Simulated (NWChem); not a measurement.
Molecule: C$_{4}$H$_{2}$F$_{2}$O; SMILES Fc1ccoc1F

Q: Give the equilibrium geometry at PBE0/def2-SVP (NWChem) as a list of bonds and angles, with the point group.

A: point group Cs; any orientation.
Bond lengths (Å): F1–C2 1.321, C2–C3 1.428, C2–C6 1.361, C3–C4 1.361, C3–H8 1.087, C4–O5 1.357, C4–H9 1.086, O5–C6 1.332, C6–F7 1.304. Angles (°): F1–C2–C3 126.9, F1–C2–C6 127.0, C3–C2–C6 106.1, C2–C3–C4 105.4, C2–C3–H8 126.9, C4–C3–H8 127.7, C3–C4–O5 110.5, C3–C4–H9 133.5, O5–C4–H9 116.0, C4–O5–C6 107.3, C2–C6–O5 110.7, C2–C6–F7 132.6, O5–C6–F7 116.6.
